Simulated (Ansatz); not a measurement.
Consider the silylene formation by 1,1-elimination: `C[SiH](F)[SiH2]S` → `C[SiH2]F` + `[SiH]S`.

Calculated with Ansatz (gas phase, PBE0-D4/def2-TZVP geometries, no zero-point term in ΔE). CCSD(T)/CBS adds triple-zeta CCSD(T) − MP2 to the extrapolated MP2 energy (def2 sets, frozen cores). This one scheme is used for every species. DFT in def2-TZVPP. Each species was taken in one conformer, which may not be the lowest.

Question: Is it downhill or uphill in electronic energy at CCSD(T)/CBS, and by how much? (Estimate.)

Answer: The calculation gave: Uphill: ΔE = +1.58 eV.

Question: What do these levels give: PBE-D4, r2SCAN-D4, ωB97M-V, r2SCAN, PBE0, MP2/def2-TZVPP, CCSD/def2-TZVPP, CCSD(T)/def2-TZVPP, HF/def2-QZVPP, SCS-MP2/def2-QZVPP, HF/CBS(def2), CCSD/CBS(def2)? (Best estimate.)

Answer: Ansatz gave: PBE-D4 1.64, r2SCAN-D4 1.73, ωB97M-V 1.49, r2SCAN 1.69, PBE0 1.64, MP2/def2-TZVPP 1.63, CCSD/def2-TZVPP 1.50, CCSD(T)/def2-TZVPP 1.52, HF/def2-QZVPP 1.38, SCS-MP2/def2-QZVPP 1.57, HF/CBS(def2) 1.38, CCSD/CBS(def2) 1.56 eV.

Largest T1 diagnostic among the species: 0.016.

The D4 term adds +0.19 eV with B3LYP and +0.11 eV with PBE0; it sums over pairs of atoms, weighted by their polarisabilities, and B3LYP, whose exchange is more repulsive, gets the larger term. In def2-TZVPP, CCSD(T) changes the Hartree–Fock value by +0.14 eV (the triples alone add +0.02 eV) and MP2 by +0.25 eV.

B3LYP here is the variant with VWN-RPA as its local correlation; programs differ in this.
